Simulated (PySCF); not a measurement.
**From a computed spectrum to the compound**

A species of 5 atoms with charge 0 has these harmonic modes (PBE0, small Gaussian bases with core potentials, PySCF 2.14.0):

```tsv
cm⁻¹	km/mol	symmetry
77	8.3	a1
378	156.7	b2
417	175.6	a1
432	335.4	b1
432	0.0	a2
506	160.2	b2
525	64.6	a1
3962	44.9	b2
3962	29.7	a1
```

(1) Which species is it, and in which structure?

Answers

(1) Nd(OH)2 (singlet in the valence; each metal's 4f electrons, 4 of them, lie in its core potential, out of spins and levels):
```xyz
5

Nd    0.0000    0.0000   -0.1969
O     1.9670   -0.0384    0.7842
H     2.6880   -0.0525    1.4166
O    -1.9670    0.0384    0.7842
H    -2.6880    0.0525    1.4166
```
Ideal gas at 298.15 K and 1 bar: S = 322.4 J/(mol K), Cp = 75.7 J/(mol K), H − H(0 K) = 16.2 kJ/mol (rigid rotor, harmonic modes, spin degeneracy alone, that of the 4f electrons in the core included). An lcecp potential fixes the number of 4f electrons, so in runs with it no electron can move into or out of that shell; real Nd(II) is rare or takes another configuration.
 The answer isn't unique; the calculation gave this one.
